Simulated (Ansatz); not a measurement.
Reaction (germylene formation by 1,1-elimination): `[OH][GeH]([Cl])[Br]` → `[Cl][Ge][Br]` + H₂O

Computed with Ansatz on PBE0-D4/def2-TZVP structures; ΔE is electronic, products minus reactants. CCSD(T)/CBS is the MP2 limit (def2-TZVPP, def2-QZVPP) plus CCSD(T) − MP2 in def2-TZVPP, frozen cores. This one scheme is used for every species. Functionals use def2-TZVPP. HSE06 is defined as in plane-wave codes. For Br, Ge outer-core shells are correlated without core-valence functions, which leaves a few kJ/mol of doubt a bond. Scalar relativity is left out up to krypton. One conformer a species, not always the lowest.

Question: Is it downhill or uphill in electronic energy at CCSD(T)/CBS, and by how much? (An estimate is asked.)

Answer: The calculation gave: Uphill: ΔE = +79.0 kJ/mol.

Question: What do these levels give: r2SCAN-D4, r2SCAN0-D4, BHLYP-D4, ωB97M-V, B2PLYP, r2SCAN0, HSE06, CAM-B3LYP, MP2/def2-TZVPP, CCSD(T)/def2-TZVPP, HF/def2-QZVPP, MP2/def2-QZVPP? (Estimate.)

Answer: Ansatz gave: r2SCAN-D4 91.0, r2SCAN0-D4 98.0, BHLYP-D4 83.0, ωB97M-V 79.0, B2PLYP 74.9, r2SCAN0 96.2, HSE06 77.5, CAM-B3LYP 76.1, MP2/def2-TZVPP 108.9, CCSD(T)/def2-TZVPP 98.6, HF/def2-QZVPP 88.0, MP2/def2-QZVPP 97.2 kJ/mol.

Largest T1 diagnostic among the species: 0.011.

At CCSD(T), def2-SVP lies +19.4 kJ/mol from the extrapolated value and def2-TZVPP +19.5 kJ/mol. In def2-TZVPP, CCSD(T) changes the Hartree–Fock value by +9.0 kJ/mol (the triples alone add +0.2 kJ/mol) and MP2 by +19.4 kJ/mol. From PBE to PBE0 (25 % exact exchange), in def2-TZVPP and without D4, ΔE moves by +20.1 kJ/mol.
